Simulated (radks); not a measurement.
Values are calculated unless marked as measured or tabulated.
Mo II, 41 electrons, occupied as [Ar] 3d10 4s2 4p5.75 4d5 5p0.25 (fractional occupations, a model configuration).

Level of theory: Dirac Kohn-Sham, B86b exchange with PBE correlation, spin-unpolarised, spherical densities, finite nucleus; open shells fill j = l - 1/2 first; Fermi nuclear charge, rms radius 4.4091 fm (a radial shooting solver on a logarithmic mesh with Libxc functionals).

Energy parts (hartree):
part                       energy
total                 -4049.11159
kinetic                4198.55890
electron-nucleus      -9770.30684
Hartree                1646.67743
exchange-correlation   -124.04110

Orbitals (lengths in bohr, moments of r in powers of bohr):
| orbital | occ. | eigenvalue (hartree) | <1/r> | <r> |
|---|---|---|---|---|
| 1s1/2 | 2 | -728.5184 | 43.55 | 0.03516 |
| 2s1/2 | 2 | -103.1343 | 9.914 | 0.1534 |
| 2p1/2 | 2 | -94.90261 | 9.890 | 0.1307 |
| 2p3/2 | 4 | -90.98525 | 9.416 | 0.1353 |
| 3s1/2 | 2 | -17.81356 | 3.391 | 0.4286 |
| 3p1/2 | 2 | -14.68047 | 3.290 | 0.4233 |
| 3p3/2 | 4 | -14.03557 | 3.176 | 0.4338 |
| 3d3/2 | 4 | -8.49748 | 2.987 | 0.4132 |
| 3d5/2 | 6 | -8.37540 | 2.957 | 0.4167 |
| 4s1/2 | 2 | -2.66500 | 1.236 | 1.106 |
| 4p1/2 | 2 | -1.77604 | 1.113 | 1.214 |
| 4p3/2 | 3.75 | -1.68439 | 1.080 | 1.244 |
| 4d3/2 | 4 | -0.42492 | 0.7353 | 1.835 |
| 4d5/2 | 1 | -0.41665 | 0.7267 | 1.856 |
| 5p1/2 | 0.25 | -0.23573 | 0.3126 | 4.051 |
| 5p3/2 | 0 | -0.22893 | 0.3049 | 4.146 |

The highest occupied level is 5p1/2 at -6.415 eV. Summed over all electrons, <r^2> = 42.12 bohr^2, which gives a Langevin (diamagnetic) susceptibility term of -33.4 x 10^-6 cm^3/mol. The electron density at the nucleus is 9.089e+04 e/bohr^3.
